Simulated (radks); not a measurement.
Spherical jellium clusters: N electrons in a uniform positive sphere of charge N and radius rs N^(1/3), rs = 2.32 bohr. Level of theory: non-relativistic Kohn-Sham, exchange-only LDA, spin-polarised, spherical densities (a radial shooting solver with Libxc functionals). Levels are named by radial order and angular momentum (1s, 1p, 1d, 2s, ...), and open shells are averaged over m. Each electron was tried in the lowest free levels, single moves between levels near the top were tried too, and the lowest total energy was kept; such a search can miss a lower state. Energies include the self-energy of the background; IP and EA are vertical (highest electron removed, lowest free level filled), at fixed background; spill-out counts the electrons outside the background radius R, and alpha is the static dipole polarisability from linear response (closed shells only). A dash means not computed or, for alpha, an open shell; in EA it means that no bound solution was reached, which is typical of self-interaction and does not show that the anion is unstable. Real open-shell clusters deform, which this model forbids.

\begin{tabular}{lrrrrrr}
N & open shells & 2S & E/N (eV) & E(N+1) + E(N-1) - 2E(N) (eV) & EA (eV) & spill-out (e) \\ \hline
1 & 1s(up 1, down 0) & 1 & 0.281 & - & - & 0.59 \\
2 & none & 0 & -0.083 & 1.895 & - & 0.86 \\
3 & 1p(up 1, down 0) & 1 & 0.427 & -0.997 & - & 1.29 \\
4 & 1p(up 2, down 0) & 2 & 0.433 & -0.982 & - & 1.59 \\
5 & 1p(up 3, down 0) & 3 & 0.240 & 1.056 & - & 1.79 \\
6 & 1p(up 3, down 1) & 2 & 0.287 & -1.012 & - & 2.00 \\
7 & 1p(up 3, down 2) & 1 & 0.176 & -0.736 & - & 2.16 \\
8 & none & 0 & 0.002 & 2.735 & - & 2.30 \\
9 & 2s(up 1, down 0) & 1 & 0.169 & -0.397 & - & 2.72 \\
10 & 1d(up 2, down 0) & 2 & 0.264 & -0.548 & - & 2.81 \\
11 & 1d(up 3, down 0) & 3 & 0.291 & -0.459 & - & 3.01 \\
12 & 1d(up 4, down 0) & 4 & 0.276 & -0.416 & - & 3.17 \\
13 & 1d(up 5, down 0) & 5 & 0.231 & 0.277 & - & 3.31 \\
14 & 1d(up 5, down 0) 2s(up 1, down 0) & 6 & 0.212 & 0.641 & - & 3.61 \\
15 & 1d(up 5, down 1) 2s(up 1, down 0) & 5 & 0.239 & -0.497 & - & 3.74 \\
16 & 1d(up 5, down 2) 2s(up 1, down 0) & 4 & 0.231 & -0.441 & - & 3.86 \\
17 & 1d(up 5, down 4) & 1 & 0.198 & -0.532 & - & 3.84 \\
18 & none & 0 & 0.140 & 0.081 & - & 3.95 \\
19 & 2s(up 1, down 0) & 1 & 0.091 & 0.328 & - & 4.16 \\
20 & none & 0 & 0.064 & 1.839 & - & 4.42 \\
21 & 1f(up 1, down 0) & 1 & 0.127 & -0.303 & - & 4.59 \\
22 & 1f(up 2, down 0) & 2 & 0.171 & -0.285 & - & 4.74 \\
23 & 1f(up 3, down 0) & 3 & 0.198 & -0.268 & - & 4.87 \\
24 & 1f(up 4, down 0) & 4 & 0.212 & -0.252 & - & 5.00 \\
25 & 1f(up 5, down 0) & 5 & 0.215 & -0.236 & - & 5.11 \\
26 & 1f(up 6, down 0) & 6 & 0.208 & -0.222 & - & 5.21 \\
27 & 1f(up 7, down 0) & 7 & 0.194 & 0.679 & - & 5.31 \\
28 & 1f(up 7, down 0) 2p(up 1, down 0) & 8 & 0.205 & -0.106 & - & 5.60 \\
29 & 1f(up 7, down 0) 2p(up 2, down 0) & 9 & 0.212 & -0.102 & - & 5.88 \\
30 & 1f(up 7, down 0) 2p(up 3, down 0) & 10 & 0.214 & 0.140 & - & 6.15 \\
31 & 1f(up 7, down 1) 2p(up 3, down 0) & 9 & 0.222 & -0.801 & - & 6.22 \\
32 & 1f(up 7, down 5) & 2 & 0.203 & -0.033 & - & 5.80 \\
33 & 1f(up 7, down 6) & 1 & 0.185 & -0.183 & 1.495 & 5.89 \\
34 & none & 0 & 0.162 & 0.429 & - & 5.97 \\
35 & 2p(up 1, down 0) & 1 & 0.153 & -0.121 & 1.380 & 6.19 \\
36 & 2p(up 2, down 0) & 2 & 0.141 & -0.106 & 1.562 & 6.41 \\
37 & 2p(up 3, down 0) & 3 & 0.127 & 0.494 & - & 6.62 \\
38 & 2p(up 3, down 1) & 2 & 0.127 & -0.125 & 1.385 & 6.85 \\
39 & 2p(up 3, down 2) & 1 & 0.123 & -0.109 & 1.573 & 7.08 \\
40 & none & 0 & 0.117 & 1.183 & - & 7.30 \\
41 & 1g(up 1, down 0) & 1 & 0.140 & -0.181 & - & 7.39 \\
42 & 1g(up 2, down 0) & 2 & 0.158 & - & - & 7.48 \\
\end{tabular}

All shells are closed at N = 2, 8, 18, 20, 34, 40 (there: 1s2 1p6 1d10 2s2 1f14 2p6); the second difference of the energy has clear peaks (12 % above both neighbours; the first and last values, which can be the largest, are not judged, and half-filled shells can peak too) at N = 5, 8, 14, 20, 27, 30, 34, 37, 40.
